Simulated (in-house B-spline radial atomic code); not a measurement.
Successive ionisation energies of holmium; each step leads to the configuration of the next row (after the last: [Ar] 3d10 4s2 4p1). Dirac energy differences include first-order Breit, QED and recoil terms. NIST's values go from ground level to ground level; the uncertainty of those that are theory runs from under 0.1 % in few-electron ions to several per cent in heavy many-electron ones. Computed with a B-spline radial code for spherical atoms: Dirac-Hartree-Fock, average of the configuration, finite nuclei.

```
  ion      configuration  ionisation energy (eV)  tabulated value (eV)    tabulated kind  computed minus tabulated (eV)  highest orbital  largest mean radius (bohr)
Ho17+      [Kr] 4d10 4f4                   394.5                   408  tabulated theory                          -13.5            4f7/2                     0.58415
Ho18+      [Kr] 4d10 4f3                   432.4                   441  tabulated theory                           -8.6            4f7/2                     0.57101
Ho19+      [Kr] 4d10 4f2                       ?                     ?  tabulated theory                              ?                ?                           ?
Ho20+      [Kr] 4d10 4f1                       ?                     ?  tabulated theory                              ?                ?                           ?
Ho21+          [Kr] 4d10                   719.4                   715  tabulated theory                            4.4            4d5/2                     0.53932
Ho22+           [Kr] 4d9                   760.8                   755  tabulated theory                            5.8            4d5/2                     0.53342
Ho23+           [Kr] 4d8                   802.9                   797  tabulated theory                            5.9            4d5/2                     0.52797
Ho24+           [Kr] 4d7                   845.7                   842  tabulated theory                            3.7            4d5/2                     0.52266
Ho25+           [Kr] 4d6                   889.1                   885  tabulated theory                            4.1            4d5/2                     0.51748
Ho26+           [Kr] 4d5                   933.1                   929  tabulated theory                            4.1            4d5/2                     0.51242
Ho27+           [Kr] 4d4                   977.8                   985  tabulated theory                           -7.2            4d5/2                     0.50749
Ho28+           [Kr] 4d3                  1023.1                  1029  tabulated theory                           -5.9            4d5/2                     0.50266
Ho29+           [Kr] 4d2                  1069.1                  1077  tabulated theory                           -7.9            4d5/2                     0.49794
Ho30+           [Kr] 4d1                       ?                     ?  tabulated theory                              ?                ?                           ?
Ho31+  [Ar] 3d10 4s2 4p6                  1318.0                  1300  tabulated theory                           18.0            4p3/2                     0.49003
Ho32+  [Ar] 3d10 4s2 4p5                  1365.2                  1346  tabulated theory                           19.2            4p3/2                      0.4864
Ho33+  [Ar] 3d10 4s2 4p4                  1413.0                  1395  tabulated theory                           18.0            4p3/2                     0.48313
Ho34+  [Ar] 3d10 4s2 4p3                  1461.2                  1443  tabulated theory                           18.2            4p3/2                     0.47992
Ho35+  [Ar] 3d10 4s2 4p2                  1509.9                  1545  tabulated theory                          -35.1            4p3/2                     0.47676
```

Task: Fill in the row of Ho19+.

Result: ionisation energy (eV): 471.6; tabulated value (eV): 475; computed minus tabulated (eV): -3.4; highest orbital: 4f7/2; largest mean radius (bohr): 0.55871.

Task: Fill in the row of Ho20+.

Result: ionisation energy (eV): 511.9; tabulated value (eV): 510; computed minus tabulated (eV): 1.9; highest orbital: 4f7/2; largest mean radius (bohr): 0.54717.

Task: Fill in the row of Ho30+.

Result: ionisation energy (eV): 1115.7; tabulated value (eV): 1122; computed minus tabulated (eV): -6.3; highest orbital: 4d5/2; largest mean radius (bohr): 0.49332.

Where a p, d or f electron is removed, the computed value is a mean over both j, so it misses the tabulated one by a part of the spin-orbit splitting; averaging over terms and missing correlation add to the gap, relatively most at low charge.
